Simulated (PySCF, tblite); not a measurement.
Isomers of C7H11 (doublet state). Method: GFN2-xTB as coded in tblite; computed harmonic values from a numerical Hessian at the method's own geometry, unscaled. Against measured fundamentals such values can be off by several per cent, at times by over 20. One conformer each. Open shells enter through the occupations alone, without spin polarisation, and single modes of such species can be off by tens of per cent.

Electronic energies: B3LYP/pcH-1 single points on the GFN2-xTB geometries (PySCF, gas phase).

| SMILES | electronic energy, lowest = 0 (kJ/mol) |
| --- | --- |
| C=[C]C(C)(C)C=C | 182.2 |
| C=CC1C[C](C)C1 | 146.4 |
| CCC1=C[CH]CC1 | 0.0 |

Task: How do GFN2-xTB zero-point energies change the relative energies?

Result: 
```
         SMILES  ZPE (kJ/mol)  of it from modes above 1550 cm⁻¹  electronic (kJ/mol)  with ZPE, lowest = 0 (kJ/mol)  lowest mode (cm⁻¹)  rings
  CCC1=C[CH]CC1         411.8                             197.2                  0.0                            0.0                  27      1
 C=CC1C[C](C)C1         404.2                             205.7                146.4                          138.8                  41      1
C=[C]C(C)(C)C=C         398.8                             220.5                182.2                          169.3                  58      0
```

The zero-point energies span 13.0 kJ/mol, from `C=[C]C(C)(C)C=C` to `CCC1=C[CH]CC1`. The order is unchanged.

Task: And how do the electronic energies of GFN2-xTB itself compare?

Result: `CCC1=C[CH]CC1` 0.0; `C=CC1C[C](C)C1` 151.6; `C=[C]C(C)(C)C=C` 240.4 kJ/mol, lowest = 0. Against the energies above, taken from the same isomer `CCC1=C[CH]CC1`, the largest difference is 58.2 kJ/mol.

Task: What do entropy and thermal enthalpy add at 298.15 K and 1 bar (rigid rotor, harmonic oscillator, one conformer each)?

Result: 
| SMILES | point group | symmetry number | S (J/(mol K)) | H − H(0) (kJ/mol) | ZPE + H − H(0) − TS (kJ/mol) |
| --- | --- | --- | --- | --- | --- |
| CCC1=C[CH]CC1 | C1 | 1 | 368.5 | 22.55 | 324.4 |
| C=CC1C[C](C)C1 | Cs | 1 | 386.1 | 24.57 | 313.6 |
| C=[C]C(C)(C)C=C | C1 | 1 | 390.4 | 26.80 | 309.2 |

S holds R ln(2S + 1) for the spin.
